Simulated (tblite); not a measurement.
Compound: C4H3F3N (doublet state).
Numbering: `[CH2:1]=[C:2]([F:3])[C:4](=[N:5])[CH:6]([F:7])[F:8]` (hydrogens: H9, H10 on C1; H11 on C6)

Computed geometry: GFN2-xTB, gas phase. This method treats the open shell by occupation alone, without spin polarisation.

(1) What internal coordinates does the optimisation give?

Results:

(1) 
| bond | length (Å) |
| --- | --- |
| C1=C2 | 1.323 |
| C2–F3 | 1.345 |
| C2–C4 | 1.486 |
| C4=N5 | 1.222 |
| C4–C6 | 1.554 |
| C6–F7, C6–F8 | 1.341 |
| C1–H9 | 1.074 |
| C1–H10 | 1.076 |
| C6–H11 | 1.102 |

Bonds in one row agree within 0.01 Å and their mean is given. A selection of angles:
| angle | degrees |
| --- | --- |
| C1–C2–F3 | 121.1 |
| C1–C2–C4 | 124.5 |
| F3–C2–C4 | 114.5 |
| C2–C4–N5 | 125.7 |
| C2–C4–C6 | 111.3 |
| N5–C4–C6 | 123.0 |
| C4–C6–F7 | 111.7 |
| C4–C6–F8 | 109.5 |
| F7–C6–F8 | 107.3 |

Dihedral angles: C1–C2–C4–N5 15° (synperiplanar); C2–C4–C6–F7 -179° (antiperiplanar). The mirror-image conformer, all signs reversed, is as good.

C2 (carbon bonded to 2 C and F) is planar (angles 124.5°, 121.1° and 114.5°, sum 360.0°, 0.00 Å off the plane of its three neighbours). C1 (carbon bonded to C and 2 H) is planar (angles 120.7°, 120.2° and 119.2°, sum 360.0°, 0.00 Å off the plane of its three neighbours). Of the pairs four or more bonds apart, F3···H11 is among the closest relative to their van der Waals radii: 2.44 Å, 91 % of the sum of Bondi's values. The 3 C–C bonds span 1.323 Å (C1=C2, drawn double) to 1.554 Å (C4–C6, drawn single), a spread of 0.231 Å. C4 (carbon bonded to 2 C and N) is planar (angles 125.7°, 123.0° and 111.3°, sum 360.0°, 0.00 Å off the plane of its three neighbours).

Point group: C1 (no symmetry element, even within 0.4 Å). Its GFN2-xTB frequencies are all real (lowest 39 cm⁻¹). 2 starts were optimised and ended at 0.00 and 2.77 kcal/mol (GFN2-xTB); the lowest of these is shown.
